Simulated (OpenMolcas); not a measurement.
Levels of Sc2+ by method

```yaml
Program: OpenMolcas
Basis: ANO-RCC-VQZP [7s6p4d3f2g1h]
Scalar_Hamiltonian: DKH2, point nucleus
Active_space: 1 electron in 6 orbitals (3d 4s)
State_averaging: 2S+1 = 2 even, 6 roots
Spin-orbit_coupling: state interaction with AMFI integrals over the reference wave functions, term energies averaged over their components
```

Methods on the same reference wave functions:
A. CASSCF
B. SS-CASPT2, IPEA 0.25 Eh, imaginary shift 0.1 Eh (closed shells correlated: 3s 3p)

Energies in cm⁻¹ above 3d ²D_3/2, the measured ground level; measured values from Sugar and Corliss, J. Phys. Chem. Ref. Data 9, 473 (1980).

| Level | A | B | Measured |
| --- | --- | --- | --- |
| 3d ²D_3/2 | 0.0 | 0.0 | 0.0 |
| 3d ²D_5/2 | 206 | 206 | 198 |
| 4s ²S_1/2 | 25600 | 26000 | 25539 |

Deviations, from unrounded energies. A percentage is the sum of absolute deviations over the sum of measured energies, with the sign that they share, or ± where signs differ.

```tsv
Against measurement	Levels	A	B
mean absolute deviation (cm-1)	2	35	230
fine structure of the ground term (%)	1	+4.3	+4.3
other configurations (%)	1	+0.2	+1.8
```

A lies closest to measurement on these levels. The largest miss of A in the table is 4s ²S_1/2, by +61 cm-1. The ranking rests on the paired levels alone, and a cruder setting can come out closer through cancelling errors.

The lowest spin-free term lies below A's lowest term by 0.295 hartree in B.

CASPT2 does not keep the components of a term degenerate, so their means are used; among the terms shown or strongly mixed into the levels shown the widest spread is 90 cm-1 (3d ²D, B). With one active electron the reference holds no correlation, so core polarisation is missing (holds for A). With one active electron, CASPT2 adds the correlation within the correlated inactive shells and between them and that electron, and leaves the splitting within a term as the reference gives it (holds for B). Computed and measured levels are paired by configuration, term and J; levels that our copy of the source lacks, or whose pairing is in doubt (as where it misses far off the trend of its configuration), stay unpaired and out of the deviations. Levels of configurations outside the active space are missing.
